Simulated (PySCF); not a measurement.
Si(Cl)2(I)(OH) (Cl2HIOSi), SMILES O[Si](Cl)(Cl)I.

Coordinates come from a B3LYP-D3(BJ)/def2-SVP optimisation. This is a generated structure with no PubChem entry under its InChIKey; it may be hypothetical. The def2 effective core potentials stand for the cores of I; spin–orbit coupling is left out. Other conformers were not sampled.

These are PBE/def2-TZVP (PySCF) values and carry that method's errors.

Symmetry labels are those of the subgroup Cs that the program uses (full group Cs).

Task: List the valence orbital energies around the gap with their symmetry. (The exact figures need the calculation; the answer reports its results.)

Result: 
```json
[
 {"orbital": "HOMO−7", "symmetry": "A'", "energy (eV)": "-9.42"},
 {"orbital": "HOMO−6", "symmetry": "A\"", "energy (eV)": "-8.87"},
 {"orbital": "HOMO−5", "symmetry": "A'", "energy (eV)": "-8.58"},
 {"orbital": "HOMO−4", "symmetry": "A\"", "energy (eV)": "-8.31"},
 {"orbital": "HOMO−3", "symmetry": "A'", "energy (eV)": "-8.29"},
 {"orbital": "HOMO−2", "symmetry": "A\"", "energy (eV)": "-7.88"},
 {"orbital": "HOMO−1", "symmetry": "A'", "energy (eV)": "-6.96"},
 {"orbital": "HOMO", "symmetry": "A\"", "energy (eV)": "-6.90"},
 {"orbital": "LUMO", "symmetry": "A'", "energy (eV)": "-2.13"},
 {"orbital": "LUMO+1", "symmetry": "A'", "energy (eV)": "-0.69"},
 {"orbital": "LUMO+2", "symmetry": "A'", "energy (eV)": "-0.18"},
 {"orbital": "LUMO+3", "symmetry": "A\"", "energy (eV)": "-0.12"}
]
```
